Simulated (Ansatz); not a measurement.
`C[B](C)[GaH2]` + HBr → `[GaH2][Br]` + `CBC` at 400 K and 1 bar (cleavage of the Ga–B bond).

Calculated with Ansatz (gas phase, PBE0-D4/def2-TZVP geometries, no zero-point term in ΔE). CCSD(T)/CBS adds triple-zeta CCSD(T) − MP2 to the extrapolated MP2 energy (def2 sets, frozen cores). For Br, Ga outer-core shells are correlated without core-valence functions, which leaves a few kJ/mol of doubt a bond. Scalar relativity is left out up to krypton.

```
        species  CCSD(T)/CBS energy (Eh)  H − E (kJ/mol)  S (J/(mol·K))
`C[B](C)[GaH2]`              -2029.63136           270.1          390.0
            HBr              -2573.91920            27.6          207.2
   `[GaH2][Br]`              -4498.49736            54.9          292.5
          `CBC`               -105.11307           246.9          312.0
```

H − E and S are ideal-gas, rigid-rotor, harmonic terms from PBE0-D4/def2-TZVP, for one conformer and one mirror image of each species. 1 Eh = 2625.50 kJ/mol, R = 8.31446 J/(mol·K).

**Question.** By hand: ΔE, ΔH, ΔS and ΔG.

**Answer.** ΔE = (-4498.49736) + (-105.11307) − (-2029.63136) − (-2573.91920) = -0.05987 Eh = -157.2 kJ/mol. Δ(H − E) = 54.9 + 246.9 − 270.1 − 27.6 = 4.1, so ΔH = -153.1 kJ/mol. ΔS = 292.5 + 312.0 − 390.0 − 207.2 = 7.3 J/(mol·K). ΔG = -153.1 − 400 × (7.3)/1000 = -156.0 kJ/mol.

**Question.** By hand: the equilibrium constant, and the temperature at which ΔG would vanish if ΔH and ΔS stayed fixed.

**Answer.** log₁₀ K = −ΔG/(RT ln 10) = 20.4. ΔH and −TΔS have one sign here, so there is no such temperature.

The number of gas molecules stays the same, so ΔS is small and ΔH decides. A doubt of 5 kJ/mol in ΔE shifts log₁₀ K by 0.7 here. Other conformers and mirror images would add mixing entropy, several J/(mol·K) or more a flexible species. These are equilibria of isolated gas molecules and say nothing of rates. Largest T1 diagnostic: 0.012 (customary marks: 0.02 for closed shells, 0.045 for open ones).

ΔS is within the doubt of such terms, so its sign, and with it that verdict, could turn.
